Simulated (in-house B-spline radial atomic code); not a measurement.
Configurations of the aluminium ion Al⁶⁺, with energies counted from [He] 2s2 (2p1/2)2 (2p3/2)1. Level of theory: Dirac-Hartree-Fock, average of each configuration as written, Fermi nucleus of rms radius 3.061 fm; calculated with an all-electron radial atomic-structure program (B-spline basis). Energies include first-order Breit, QED and recoil terms.

Occupations are held fixed; configurations that lie above the ionisation limit could autoionise.

```json
{"configuration": "[He] 2s2 (2p1/2)1 (2p3/2)2", "E - E(ref) (eV)": "-1.0097", "highest orbital": "2p3/2", "its <r> (bohr)": "0.5136"}
{"configuration": "[He] 2s2 (2p3/2)2 5s1", "E - E(ref) (eV)": "205.63", "highest orbital": "5s1/2", "its <r> (bohr)": "4.587"}
{"configuration": "[He] 2s2 (2p1/2)2 (6d3/2)1", "E - E(ref) (eV)": "218.27", "highest orbital": "6d3/2", "its <r> (bohr)": "7.068"}
{"configuration": "[He] 2s1 (2p3/2)3 (4d5/2)1", "E - E(ref) (eV)": "227.5", "highest orbital": "4d5/2", "its <r> (bohr)": "2.866"}
{"configuration": "[He] 2s1 (2p1/2)2 (2p3/2)1 (5d5/2)1", "E - E(ref) (eV)": "242.28", "highest orbital": "5d5/2", "its <r> (bohr)": "4.788"}
{"configuration": "[He] 2s1 (2p3/2)3 (6g7/2)1", "E - E(ref) (eV)": "252.22", "highest orbital": "6g7/2", "its <r> (bohr)": "6.284"}
```

**Question.** Order these further configurations by energy, lowest first.
A. [He] 2s2 (2p1/2)2 4s1
B. [He] 2s2 (2p1/2)1 (2p3/2)1 (4f5/2)1
C. [He] 2s2 (2p3/2)3
D. [He] 2s2 (2p3/2)2 (5f7/2)1
E. [He] 2s1 (2p3/2)3 (3d5/2)1

**Answer.** C (1.0336 eV), A (186.37 eV), E (193.13 eV), B (193.73 eV), D (210.12 eV).

**Question.** How far above the reference does [He] 2s2 (2p1/2)2 (5g7/2)1 lie?

**Answer.** 210.65 eV; its least bound orbital is 5g7/2 with <r> = 3.928 bohr.

**Question.** How far above the reference does [He] 2s1 (2p1/2)1 (2p3/2)3 lie?

**Answer.** 37.666 eV; its least bound orbital is 2p3/2 with <r> = 0.518 bohr.

**Question.** Is the reference the lowest configuration at this level of theory?

**Answer.** No: [He] 2s2 (2p1/2)1 (2p3/2)2 lies 1.01 eV lower. Averages of configurations without correlation can order differently from the measured ground levels.
